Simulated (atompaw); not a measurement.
**Scattering properties, PAW (atompaw) potential for V (Z = 23)**

- Element: V
- Generator: atompaw 4.2.0.5
- Type: PAW
- Functional: PBEsol
- Relativity: non-relativistic
- Frozen core: [Ne]
- Valence charge: 13
- Reference configuration: 3s2 3p6 3d4 4s1 4p0
- Partial waves: 3s (bound): rc 1.00 bohr; 4s (bound): rc 1.70 bohr; 3p (bound): rc 1.30 bohr; 4p (bound, empty): rc 2.00 bohr; 3d (bound): rc 2.00 bohr; 3d channel at 0.45 Ry: rc 2.00 bohr
- Local potential: troulliermartins scheme with l = 3 at -0.5 Ry, radius 1.50 bohr
- Core correction: smooth core density matched at 1.65 bohr
- Augmentation charge: besselshape compensation charge, radius 1.75 bohr; PAW radius 2.00 bohr; waves and projectors: custom polynom vanderbiltortho

The phase is arctan(r·u′/u) with u = r·R(r), unwrapped; energies in Ry, scanned from -7 to 5 Ry. A pole is an energy at which the radial function vanishes at the test radius. The pseudo phase is shifted by a multiple of π to meet the all-electron one at the reference energy, and phase errors are pseudo minus all-electron; the curves can meet again beyond the range given. Levels narrower than the energy grid can be missing from the lists of poles.

```json
{"channel": "s", "radius (bohr)": "2.01", "reference energy (Ry)": "-0.28", "poles, all-electron": "-4.61", "poles, pseudo": "-4.61", "unbroken range about the reference energy with phases within 0.05 rad": "the whole range", "phase error 1 Ry above the reference energy (rad)": "-0.004"}
{"channel": "p", "radius (bohr)": "2.01", "reference energy (Ry)": "-0.07", "poles, all-electron": "-2.66", "poles, pseudo": "-2.66, 4.70", "unbroken range about the reference energy with phases within 0.05 rad": "below 1.5", "phase error 1 Ry above the reference energy (rad)": "-0.007"}
{"channel": "d", "radius (bohr)": "2.01", "reference energy (Ry)": "-0.18", "poles, all-electron": "0.52", "poles, pseudo": "0.52", "unbroken range about the reference energy with phases within 0.05 rad": "below 3.6", "phase error 1 Ry above the reference energy (rad)": "+0.000"}
```

Phases in the s channel:

```csv
E (Ry),all-electron,pseudo
-7.00,1.342,1.342
-6.52,1.323,1.323
-6.04,1.293,1.293
-5.56,1.228,1.227
-5.08,0.813,0.812
-4.60,-1.577,-1.577
-4.12,-1.723,-1.723
-3.64,-1.775,-1.775
-3.16,-1.810,-1.811
-2.68,-1.844,-1.844
-2.20,-1.880,-1.880
-1.72,-1.923,-1.924
-1.24,-1.979,-1.980
-0.76,-2.057,-2.057
-0.28,-2.174,-2.174
0.20,-2.366,-2.367
0.68,-2.709,-2.713
1.16,-3.259,-3.272
1.64,-3.802,-3.822
2.12,-4.139,-4.159
2.60,-4.328,-4.348
3.08,-4.443,-4.463
3.56,-4.519,-4.541
4.04,-4.574,-4.598
4.52,-4.615,-4.643
5.00,-4.649,-4.681
```
